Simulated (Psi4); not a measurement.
C₂H₃O (SMILES C[C]=O), doublet, at a GFN2-xTB geometry; LCCD/def2-SVP (Psi4 1.11).

Input for Psi4:
```
memory 2 GB

molecule mol {
0 2
C    -0.982806   -0.640317    0.009182
C     0.008928    0.456806    0.003562
H    -0.514694   -1.629554   -0.005653
H    -1.602347   -0.538696    0.898221
H    -1.628027   -0.524487   -0.859623
O     1.198543    0.474226   -0.013676
}

set {
  basis def2-svp
  reference uhf
}

energy('lccd')
print_variables()
```

It wrote (shortened):

```
   => Loading Basis Set <=

    Name: DEF2-SVP
    Role: ORBITAL
    Keyword: BASIS

         ---------------------------------------------------------
                                   SCF
               by Justin Turney, Rob Parrish, Andy Simmonett
                          and Daniel G. A. Smith
                              UHF Reference
         ---------------------------------------------------------

  ==> Geometry <==

    Molecular point group: c1
    Full point group: C1

    Geometry (in Angstrom), charge = 0, multiplicity = 2:

       Center              X                  Y                   Z               Mass
    ------------   -----------------  -----------------  -----------------  -----------------
         C           -1.069040833511    -0.702366385023     0.009940179394    12.000000000000
         C           -0.077306833511     0.394756614977     0.004320179394    12.000000000000
         H           -0.600928833511    -1.691603385023    -0.004894820606     1.007825032230
         H           -1.688581833511    -0.600745385023     0.898979179394     1.007825032230
         H           -1.714261833511    -0.586536385023    -0.858864820606     1.007825032230
         O            1.112308166489     0.412176614977    -0.012917820606    15.994914619570

  Running in c1 symmetry.

  Rotational constants: A =      3.04552  B =      0.32758  C =      0.31287 [cm^-1]
  Rotational constants: A =  91302.35452  B =   9820.74019  C =   9379.62037 [MHz]
  Nuclear repulsion =   63.012454857780654

  Charge       = 0
  Multiplicity = 2
  Electrons    = 23
  Nalpha       = 12
  Nbeta        = 11

  ==> Algorithm <==

  SCF Algorithm Type is PK.
  DIIS enabled.
  MOM disabled.
  Fractional occupation disabled.
  Guess Type is SAD.
  Energy threshold   = 1.00e-08
  Density threshold  = 1.00e-08
  Integral threshold = 1.00e-12

  ==> Primary Basis <==

  Basis Set: DEF2-SVP
    Blend: DEF2-SVP
    Number of shells: 27
    Number of basis functions: 57
    Number of Cartesian functions: 60
    Spherical Harmonics?: true
    Max angular momentum: 2

  ==> Integral Setup <==

  Using in-core PK algorithm.
   Calculation information:
      Number of atoms:                   6
      Number of AO shells:              27
      Number of primitives:             51
      Number of atomic orbitals:        60
      Number of basis functions:        57

      Integral cutoff                 1.00e-12
      Number of threads:                 1

[...]
  @UHF Final Energy:  -152.17969502118819
    Total Energy =                       -152.1796950211881949
  DIE_IF_NOT_CONVERGED          => (empty)
[...]
	==============================================================================

 ==============================================================================
 ================ Performing LCCD iterations... ===============================
 ==============================================================================

  Iter    E_corr           E_total            DE           T2 RMS
  ----   -------------    ---------------    ----------   ----------
   1     -0.4546570862    -152.6343521074     -1.32e-02     1.93e-07
   2     -0.4662169693    -152.6459119905     -1.16e-02     7.78e-08
   3     -0.4685648543    -152.6482598754     -2.35e-03     3.25e-08
   4     -0.4702663938    -152.6499614150     -1.70e-03     1.33e-08
   5     -0.4704564394    -152.6501514606     -1.90e-04     6.80e-09
   6     -0.4704887370    -152.6501837582     -3.23e-05     4.06e-09
   7     -0.4705126294    -152.6502076506     -2.39e-05     2.20e-09
   8     -0.4705216389    -152.6502166601     -9.01e-06     1.04e-09
   9     -0.4705272017    -152.6502222229     -5.56e-06     3.65e-10
  10     -0.4705258511    -152.6502208723      1.35e-06     1.67e-10
  11     -0.4705262033    -152.6502212245     -3.52e-07     8.24e-11

 ==============================================================================
 ======================== LCCD ITERATIONS ARE CONVERGED =======================
 ==============================================================================

	==============================================================================
	================ LCCD [CEPA(0)] FINAL RESULTS ================================
	==============================================================================
	Nuclear Repulsion Energy (a.u.)    :    63.01245485778065
	SCF Energy (a.u.)                  :  -152.17969502118819
	REF Energy (a.u.)                  :  -152.17969502118819
	Alpha-Alpha Contribution (a.u.)    :    -0.05142952285032
	Alpha-Beta Contribution (a.u.)     :    -0.37136594572172
	Beta-Beta Contribution (a.u.)      :    -0.04773073476380
	LCCD Correlation Energy (a.u.)     :    -0.47052620333585
	LCCD Total Energy (a.u.)           :  -152.65022122452405
	==============================================================================

  Variable Map:
  ----------------------------------------------------------------------------
[...]
  Array Variable Map:
  ----------------------------------------------------------------------------
[...]
[...]
```
